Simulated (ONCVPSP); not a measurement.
## Plane-wave convergence, ONCV potential for Sn

tin (Sn), optimised norm-conserving Vanderbilt (ONCV), made with ONCVPSP 4.0.1 (BLYP, scalar-relativistic). Core [Kr], reference 4d10 5s2 5p1 (charge +1). Waves: 5s: rc 1.80 bohr, ncon 4, nbas 7, qcut 3.6 1/bohr, 2 projectors, debl 1.4 Ha; 5p: rc 2.30 bohr, ncon 3, nbas 8, qcut 3.7 1/bohr, 3 projectors, debl 5.55 Ha; 4d: rc 1.10 bohr, ncon 4, nbas 8, qcut 9.3 1/bohr, 3 projectors, debl 3.6 Ha. Local part: polynomial inside 0.90 bohr (lpopt 5, dvloc0 0 Ha). Core correction: none.

**Question.** For each optimised wave give the share of its norm inside rc, the residual kinetic energy above qcut (Ha) and the cutoffs (Ha) for errors of 10, 1, 0.1 and 0.01 mHa per electron.

**Answer.**

```json
{"wave": "5s", "norm inside rc": "0.270", "residual KE": "7.3e-04", "10 mHa": "4.3", "1 mHa": "6.2", "0.1 mHa": "31.8", "0.01 mHa": "41.5"}
{"wave": "s projector 2", "norm inside rc": "0.156", "residual KE": "6.7e-03", "10 mHa": "6.1", "1 mHa": "7.9", "0.1 mHa": "9.4", "0.01 mHa": "14.8"}
{"wave": "5p", "norm inside rc": "0.307", "residual KE": "1.3e-04", "10 mHa": "1.7", "1 mHa": "5.1", "0.1 mHa": "7.6", "0.01 mHa": "38.4"}
{"wave": "p projector 2", "norm inside rc": "0.100", "residual KE": "9.4e-02", "10 mHa": "21.9", "1 mHa": "55.0", "0.1 mHa": "98.1", "0.01 mHa": "not reached"}
{"wave": "p projector 3", "norm inside rc": "0.085", "residual KE": "1.3e+00", "10 mHa": "22.0", "1 mHa": "36.6", "0.1 mHa": "60.8", "0.01 mHa": "99.7"}
{"wave": "4d", "norm inside rc": "0.570", "residual KE": "7.4e-04", "10 mHa": "33.7", "1 mHa": "42.2", "0.1 mHa": "110.0", "0.01 mHa": "190.7"}
{"wave": "d projector 2", "norm inside rc": "0.050", "residual KE": "4.4e-04", "10 mHa": "30.5", "1 mHa": "40.2", "0.1 mHa": "49.2", "0.01 mHa": "91.2"}
{"wave": "d projector 3", "norm inside rc": "0.037", "residual KE": "1.5e-03", "10 mHa": "34.8", "1 mHa": "44.8", "0.1 mHa": "53.0", "0.01 mHa": "76.1"}
```

The occupied waves need 42 Ha and 110 Ha for 1 and 0.1 mHa. Note: ghosts flagged at negative energy: s at -126.9 eV; GHOST(+) flagged for p at 105.9 eV, s at 148.1 eV. A true bound ghost makes a file unfit for plane-wave use. 1 of 4 tests not solved or not reliable.
